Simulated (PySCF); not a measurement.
This PySCF input asks for the NMR shieldings of SMILES C1[Si@@H](OC)C[C@@H](CC=O)C1, C$_{7}$H$_{14}$O$_{2}$Si; the geometry comes from GFN2-xTB.

```python
import basis_set_exchange as bse
import numpy as np
from pyscf import gto, dft
from pyscf.prop import nmr

atoms = """
C     3.198842   -0.196343   -1.546653
O     2.024120   -0.726208   -1.007457
Si    1.374936   -0.460894    0.457346
C    -0.159144   -1.562505    0.573968
C    -1.246292   -0.623713    1.096422
C    -1.063716    0.767805    0.479700
C    -1.410956    0.749582   -1.013468
C    -2.833056    0.348400   -1.253950
O    -3.212607   -0.431875   -2.081479
C     0.404011    1.169254    0.679308
H     4.039860   -0.347811   -0.867155
H     3.090261    0.874215   -1.734855
H     3.397866   -0.709931   -2.487606
H     2.371294   -0.625628    1.523156
H    -0.038944   -2.405657    1.248874
H    -0.441574   -1.972161   -0.394280
H    -1.145124   -0.532854    2.180429
H    -2.245311   -1.012222    0.885329
H    -1.733030    1.478657    0.979407
H    -0.739914    0.086005   -1.559446
H    -1.297293    1.760719   -1.418220
H    -3.555168    0.861740   -0.583902
H     0.678627    1.972323   -0.003571
H     0.530577    1.558867    1.689123
"""
names = dict.fromkeys(["C", "O", "Si", "H"], "pcSseg-1")
basis = {el: gto.basis.parse(bse.get_basis(n, elements=[el], fmt="nwchem")) for el, n in names.items()}
mol = gto.M(atom=atoms, basis=basis, charge=0, verbose=0)
mf = dft.RKS(mol, xc="PBE0")
mf.grids.level = 2
mf.grids.alignment = dft.numint.BLKSIZE   # the property module wants whole blocks of grid points
mf.conv_tol = 1e-9
mf.kernel()

calc = nmr.RKS(mf)   # GIAO
C = mf.mo_coeff
Co = C[:, mf.mo_occ > 0]
resp = mf.gen_response(singlet=True, hermi=2)
def vind(x):   # induced exchange potential for any number of trial vectors
    d = np.einsum("pi,xij,qj->xpq", C, 2 * x.reshape(-1, C.shape[1], Co.shape[1]), Co, optimize=True)
    return np.einsum("xpq,pi,qj->xij", resp(d - d.transpose(0, 2, 1)), C, Co, optimize=True).ravel()
mo1, _ = nmr.rhf.solve_mo1(calc, with_cphf=vind)
sigma = calc.kernel(mo1)
for i, s in enumerate(sigma):   # ppm
    w = np.linalg.eigvalsh((s + s.T) / 2)
    print("%2d %-2s iso %8.1f  s11 %8.1f  s22 %8.1f  s33 %8.1f" % (i, mol.atom_pure_symbol(i), w.mean(), *w))
```

Problem. What does it print?

Solution. 
```
 0 C  iso    132.6  s11    105.7  s22    106.5  s33    185.5
 1 O  iso    320.0  s11    263.1  s22    342.6  s33    354.3
 2 Si iso    332.1  s11    278.9  s22    332.5  s33    385.0
 3 C  iso    177.2  s11    160.5  s22    178.9  s33    192.2
 4 C  iso    155.4  s11    137.7  s22    156.0  s33    172.4
 5 C  iso    149.7  s11    133.7  s22    155.3  s33    160.1
 6 C  iso    134.8  s11    105.8  s22    129.2  s33    169.3
 7 C  iso    -20.7  s11   -116.0  s22    -35.0  s33     88.7
 8 O  iso   -375.6  s11  -1012.5  s22   -462.1  s33    347.9
 9 C  iso    166.0  s11    152.1  s22    164.2  s33    181.7
10 H  iso     28.1  s11     24.0  s22     25.4  s33     34.8
11 H  iso     28.0  s11     23.2  s22     26.3  s33     34.5
12 H  iso     27.7  s11     23.1  s22     25.2  s33     34.7
13 H  iso     26.5  s11     22.8  s22     24.7  s33     31.9
14 H  iso     30.9  s11     25.9  s22     28.2  s33     38.5
15 H  iso     30.9  s11     26.7  s22     28.5  s33     37.4
16 H  iso     30.6  s11     25.3  s22     28.6  s33     37.9
17 H  iso     30.1  s11     25.2  s22     28.4  s33     36.6
18 H  iso     28.9  s11     24.9  s22     25.9  s33     35.9
19 H  iso     29.4  s11     25.7  s22     30.1  s33     32.5
20 H  iso     29.7  s11     26.5  s22     27.7  s33     34.8
21 H  iso     21.7  s11     18.4  s22     20.2  s33     26.5
22 H  iso     31.1  s11     27.3  s22     29.1  s33     36.8
23 H  iso     31.2  s11     25.8  s22     28.5  s33     39.3
```

These numbers come from an equivalent density-fitted implementation of the same equations, which agrees with the script to about 0.01 ppm for H and up to a few tenths of a ppm for heavy atoms, so last digits may differ.

Problem. Turn these shieldings into chemical shifts. Scale: TMS for 13C (σref 186.93), 29Si (σref 349.16), 1H (σref 31.72); H2O for 17O (σref 336.08) (reference shieldings calculated alike).

Solution. Averaging equivalent atoms: C 7: 207.7; C 0: 54.4; C 6: 52.2; C 5: 37.2; C 4: 31.6; C 9: 20.9; C 3: 9.7; O 8: 711.7; O 1: 16.1; Si 2: 17.0; H 21: 10.02; H 13: 5.24; H 10/11/12: 3.81; H 18: 2.82; H 19: 2.28; H 20: 2.03; H 17: 1.64; H 16: 1.13; H 14: 0.85; H 15: 0.83; H 22: 0.64; H 23: 0.52 ppm. Unscaled 17O shifts of doubly bonded oxygen tend to come out too high, by tens of ppm or more. Experimental scales use liquid or dissolved standards, which lie at an offset from isolated H2O (liquid H2O: subtract about 36 ppm).

Size and cost of the density-fitted run: 247 basis functions, 100 s wall time on 1 thread of an Arm Neoverse N1, shared host; peak memory 1.2 GiB.
